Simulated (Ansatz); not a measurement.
Correlation energies of `[F][GeH]` by basis set

Bond lengths: F1–Ge2 1.757 Å, Ge2–H3 1.609 Å. Angles: F1–Ge2–H3 94.2°.

The species carries charge 0 and has multiplicity 1. Correlated methods include outer-core shells of Ge, which these sets cover unevenly. Scalar relativity is left out up to krypton. The structure was optimised at the PBE0-D4/def2-TZVP level. Frozen core, restricted reference, Ansatz 0.2.0.

```csv
basis,HF (Eh),MP2 corr.,CCSD corr.,(T),CCSD(T) total
def2-SVP,-2175.04162,-0.39752,-0.40544,-0.00922,-2175.45628
def2-TZVPP,-2175.43815,-0.48236,-0.48944,-0.01600,-2175.94359
def2-QZVPP,-2175.48564,-0.77118,-0.75539,-0.02167,-2176.26270
```
